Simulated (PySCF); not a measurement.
A structure optimised at PBE-D3(BJ)/def2-SVP, used in a PySCF frequency run:

```
Si
F 1 1.6574
H 1 1.5073 2 107.43
C 1 1.8683 3 111.03 2 -117.25
C 4 1.3492 1 122.18 3 124.97
H 5 1.1035 4 121.28 1 -1.47
H 5 1.1037 6 116.55 4 179.47
H 4 1.1067 5 118.98 6 179.81
Si 1 2.3609 3 111.49 2 115.81
O 9 1.6905 1 111.18 3 -56.53
H 10 0.9735 9 114.07 1 -54.03
H 9 1.5021 10 105.76 11 -174.05
H 9 1.5120 12 108.44 10 120.92
```

Problem. Write its SMILES and formula.

Solution. C=C[Si@H](F)[SiH2]O, C2H7FOSi2

Problem. What are its rotational constants (standard atomic weights)?

Solution. 4.1945, 1.1838, 1.0296 GHz
